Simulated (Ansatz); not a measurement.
Input for Ansatz (a program for electronic structure): R-CCSD(T)/def2-QZVPP on O4Ru (SMILES [O]=[Ru](=[O])(=[O])=[O]). Elements past Kr take the def2 small-core potentials; no spin–orbit coupling. The basis file is the Basis Set Exchange's JSON of that set.

Ansatz 0.2 input:
```yaml
crystal:
  periodic: [false, false, false]
  atoms:
    - {symbol: Ru, position_ang: [0.00000000, -0.00000000, -0.00000000]}
    - {symbol: O, position_ang: [0.96909466, 0.96909466, 0.96909466]}
    - {symbol: O, position_ang: [0.96909466, -0.96909466, -0.96909466]}
    - {symbol: O, position_ang: [-0.96909466, 0.96909466, -0.96909466]}
    - {symbol: O, position_ang: [-0.96909466, -0.96909466, 0.96909466]}
basis:
  gaussian:
    orbitals: def2-QZVPP.json
magnetization: {spin_polarized: false}
correlation: {method: ccsd_t, electrons: outside_noble_gas}
scf: {lower_state_search: off}
```

Output:

```
WARN ansatz: RAYON_NUM_THREADS=4 ignored (pool sized by the plan → 4); use --threads N
Functional definition: HF
these checks for a lower state are left out or cut short: stability, starts, cluster_reference, orbital_swaps, neighbouring_geometries, increment
integrals: 3.16 GiB planned
2059 factors; integrals over basis functions are off by at most 6.1e-4 eV
mean field: 1.49 GiB planned
mean field evaluation 1: about -10685.1302 eV, gradient 1.1e2 eV
mean field evaluation 2: about -10685.4369 eV, gradient 1.1e2 eV
mean field evaluation 4: about -10704.1888 eV, gradient 6.9e0 eV
mean field evaluation 8: about -10704.3321 eV, gradient 1.4e0 eV
mean field evaluation 16: about -10704.3416 eV, gradient 3.1e-5 eV
mean field -10704.34163450 eV, -393.3772994044 hartree, gradient 2.1e-6 eV, S^2 0.000000; 0 other end points of the search recorded, 0 dependent functions left out
8 core orbitals not correlated
reference -10704.34163450 eV, -393.3772994044 hartree; 16, 16 occupied and 292, 292 virtual orbitals, 2059 factors
second order -47.66639836 eV of doubles, -0.00000000 eV of singles
coupled cluster: 5.74 GiB planned
cycle   1  -32.65394170 eV  change     1.5e1 eV  update   6.1e-1
cycle   2  -39.24478909 eV  change    -6.6e0 eV  update   6.0e-1
cycle   3  -39.97519947 eV  change   -7.3e-1 eV  update   5.7e-2
cycle   4  -39.96791774 eV  change    7.3e-3 eV  update   2.9e-2
cycle   5  -39.98458412 eV  change   -1.7e-2 eV  update   7.5e-3
cycle   6  -39.99424493 eV  change   -9.7e-3 eV  update   3.4e-3
cycle   7  -39.98829766 eV  change    5.9e-3 eV  update   2.2e-3
cycle   8  -39.98153532 eV  change    6.8e-3 eV  update   8.1e-4
cycle   9  -39.98233735 eV  change   -8.0e-4 eV  update   4.6e-4
cycle  10  -39.98297844 eV  change   -6.4e-4 eV  update   1.5e-4
cycle  11  -39.98296038 eV  change    1.8e-5 eV  update   7.9e-5
cycle  12  -39.98300490 eV  change   -4.5e-5 eV  update   2.4e-5
cycle  13  -39.98303651 eV  change   -3.2e-5 eV  update   5.8e-6
perturbative correction -4.00899925 eV, -0.1473280049 hartree
Total energy: -10748.33367026 eV, -394.9939768997 hartree
Checks for a lower state left out: stability, starts, cluster_reference, orbital_swaps, neighbouring_geometries, increment
```

The calculation finished and met its thresholds.

Cost: around 4 core-minutes (rough).
